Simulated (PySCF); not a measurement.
H$_{2}$OSi, triplet, geometry from GFN2-xTB (a higher spin typed on purpose: for a closed-shell molecule this is an excited state); HF/STO-3G (PySCF).

The PySCF input:
```python
from pyscf import gto, scf

mol = gto.M(
    atom='''
Si    0.06957115   -0.44374148    0.00392664
O    -0.17058125    1.08800809   -0.00962772
H    -0.99443389   -1.43247912   -0.00059018
H     1.38508776   -1.05920486    0.02263895
''',
    basis='sto-3g',
    spin=2,
    verbose=4,
)

mf = scf.UHF(mol)
mf.init_guess = 'atom'
mf.kernel()
```

What the program printed (banner, timings and long lists left out):

```
PySCF version 2.14.0

[INPUT] verbose = 4
[INPUT] num. atoms = 4
[INPUT] num. electrons = 24
[INPUT] charge = 0
[INPUT] spin (= nelec alpha-beta = 2S) = 2
[INPUT] symmetry False subgroup None
[INPUT] Mole.unit = angstrom
[INPUT] Symbol           X                Y                Z      unit          X                Y                Z       unit  Magmom
[INPUT]  1 Si     0.069571150000  -0.443741480000   0.003926640000 AA    0.131470419671  -0.838549867309   0.007420274190 Bohr   0.0
[INPUT]  2 O     -0.170581250000   1.088008090000  -0.009627720000 AA   -0.322351844486   2.056037311411  -0.018193754004 Bohr   0.0
[INPUT]  3 H     -0.994433890000  -1.432479120000  -0.000590180000 AA   -1.879207701086  -2.706993215958  -0.001115278564 Bohr   0.0
[INPUT]  4 H      1.385087760000  -1.059204860000   0.022638950000 AA    2.617436524887  -2.001607095208   0.042781415248 Bohr   0.0

nuclear repulsion = 51.8381973116767
number of shells = 10
number of NR pGTOs = 48
number of NR cGTOs = 16
basis = sto-3g
ecp = {}

******** <class 'pyscf.scf.uhf.UHF'> ********
method = UHF
initial guess = atom
damping factor = 0
level_shift factor = 0
DIIS = <class 'pyscf.scf.diis.CDIIS'>
diis_start_cycle = 1
diis_space = 8
diis_damp = 0
SCF conv_tol = 1e-09
SCF conv_tol_grad = None
SCF max_cycles = 50
direct_scf = True
direct_scf_tol = 1e-13
number electrons alpha = 13  beta = 11
Set gradient conv threshold to 3.16228e-05
Spherically averaged atomic HF for {'Si', 'O', 'H'}

******** <class 'pyscf.scf.atom_hf.AtomSphAverageRHF'> ********
method = AtomSphAverageRHF
initial guess = minao
damping factor = 0
level_shift factor = 0
DIIS = <class 'pyscf.scf.diis.CDIIS'>
diis_start_cycle = 1
diis_space = 8
diis_damp = 0
SCF conv_tol = 1e-09
SCF conv_tol_grad = None
SCF max_cycles = 50
direct_scf = True
direct_scf_tol = 1e-13
atom = Si
Set gradient conv threshold to 3.16228e-05
Initial guess from minao.
init E= -284.995762085455
cycle= 1 E= -285.156087816846  delta_E= -0.16  |g|=    0  |ddm|= 0.129
cycle= 2 E= -285.156209299748  delta_E= -0.000121  |g|=    0  |ddm|= 0.00991
cycle= 3 E= -285.156209360337  delta_E= -6.06e-08  |g|=    0  |ddm|= 0.000226
cycle= 4 E= -285.156209360337  delta_E= 5.68e-14  |g|=    0  |ddm|= 5.5e-08
Extra cycle  E= -285.156209360336  delta_E= 1.71e-13  |g|=    0  |ddm|= 5.13e-08
Atomic HF for atom  Si  converged. SCF energy = -285.156209360336

******** <class 'pyscf.scf.atom_hf.AtomSphAverageRHF'> ********
method = AtomSphAverageRHF
initial guess = minao
damping factor = 0
level_shift factor = 0
DIIS = <class 'pyscf.scf.diis.CDIIS'>
diis_start_cycle = 1
diis_space = 8
diis_damp = 0
SCF conv_tol = 1e-09
SCF conv_tol_grad = None
SCF max_cycles = 50
direct_scf = True
direct_scf_tol = 1e-13
atom = O
Set gradient conv threshold to 3.16228e-05
Initial guess from minao.
init E= -73.1764948007123
cycle= 1 E= -73.2331923193787  delta_E= -0.0567  |g|=    0  |ddm|= 0.0752
cycle= 2 E= -73.2331923193787  delta_E=    0  |g|=    0  |ddm|= 9.02e-16
Extra cycle  E= -73.2331923193787  delta_E=    0  |g|=    0  |ddm|=    0
Atomic HF for atom  O  converged. SCF energy = -73.2331923193787

******** 1 electron system ********
Atomic HF for atom  H  converged. SCF energy = -0.466581849557275

init E= -359.913290913533

cycle= 1 E= -360.291024417081  delta_E= -0.378  |g|= 0.336  |ddm|= 2.12
cycle= 2 E= -360.42482323348  delta_E= -0.134  |g|= 0.188  |ddm|= 0.704
cycle= 3 E= -360.457976658658  delta_E= -0.0332  |g|= 0.0642  |ddm|= 0.284
cycle= 4 E= -360.466338161861  delta_E= -0.00836  |g|= 0.0215  |ddm|= 0.185
cycle= 5 E= -360.467093222294  delta_E= -0.000755  |g|= 0.0112  |ddm|= 0.0509
cycle= 6 E= -360.467461051205  delta_E= -0.000368  |g|= 0.00305  |ddm|= 0.0578
cycle= 7 E= -360.467475868928  delta_E= -1.48e-05  |g|= 0.000418  |ddm|= 0.0112
cycle= 8 E= -360.467476167752  delta_E= -2.99e-07  |g|= 0.000138  |ddm|= 0.00111
cycle= 9 E= -360.467476219175  delta_E= -5.14e-08  |g|= 5.25e-05  |ddm|= 0.000605
cycle= 10 E= -360.467476224446  delta_E= -5.27e-09  |g|= 1.37e-05  |ddm|= 0.000236
cycle= 11 E= -360.467476224736  delta_E= -2.91e-10  |g|= 4.19e-06  |ddm|= 4.79e-05
Extra cycle  E= -360.467476224766  delta_E= -2.98e-11  |g|= 2.32e-06  |ddm|= 9.27e-06
converged SCF energy = -360.467476224766  <S^2> = 2.0104708  2S+1 = 3.0069724
```
